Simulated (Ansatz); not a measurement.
A nudged elastic band was laid between two geometries of AlFH$_{3}$NTe (7 atoms, charge 0, multiplicity 1).

All numbers below come from Ansatz, RKS LDA/def2-SVP.

```yaml
movable_images: 7
climbing_image: yes
spring: 5.0 eV/Å²
optimiser: quadratic models (default)
start_path: IDPP
force_threshold: 0.03 eV/Å
iteration_limit: 60
end_points: relaxed
```

First end point:

```xyz
7
Properties=species:S:1:pos:R:3
N -0.742 0.869 1.033
Al 0.340 -0.043 -0.006
F 1.974 0.037 0.293
Te -0.469 -1.455 -1.912
H -0.420 1.446 1.816
H -1.761 0.905 0.950
H 1.138 -1.827 -2.219
```

Last end point:

```xyz
7
Properties=species:S:1:pos:R:3
N -0.680 0.691 0.786
Al 0.786 0.002 0.110
F 2.242 0.401 0.806
Te 0.851 -1.559 -1.850
H -1.630 0.522 0.448
H -0.684 1.329 1.588
H -0.823 -1.454 -1.934
```

Problem. What changes between the two ends?

Solution. No bond is made or broken. The dihedral H5–N1–Al2–Te4 goes from 180 to 0°.

Problem. Give the energies along the band, and the barrier.

Solution. The run converged. The highest image is number 5 of 0 to 8, 5.5 kcal/mol above the ends, which have the same energy within 2 meV. The profile has 2 maxima (images 2, 5) with wells between them (image 3): this band takes more than one step, which may be the mechanism or a detour left from its start path. A vibrational analysis at the climbing image gives one clearly imaginary mode, 301i cm⁻¹: a first-order saddle point.

```tsv
image	path coordinate (Å)	energy (kcal/mol)	dihedral H5–N1–Al2–Te4 (°)
0	0.00	0.0	180
1	0.89	1.0	175
2	1.78	2.5	180
3	2.67	1.6	-179
4	3.56	2.3	-141
5	4.45	5.5	-101
6	5.06	3.7	-65
7	5.68	0.9	-27
8	6.30	0.0	0
```

Problem. What is the geometry of the highest image?

Solution. 
```xyz
7
Properties=species:S:1:pos:R:3:forces:R:3
N -0.357 1.133 0.419 -0.01 0.02 0.00
Al 0.258 -0.521 0.484 0.01 -0.02 0.00
F 0.711 -1.269 1.901 0.00 0.00 0.00
Te 0.550 -2.001 -1.506 0.00 0.00 0.00
H 0.245 1.960 0.467 0.00 0.00 0.00
H -1.318 1.388 0.664 0.00 0.00 0.00
H -0.027 -0.758 -2.474 0.00 0.00 0.00
```

Time of the run: 2.9 min on 1 thread of Arm Neoverse V2, on a shared host, peak memory 0.12 GiB.
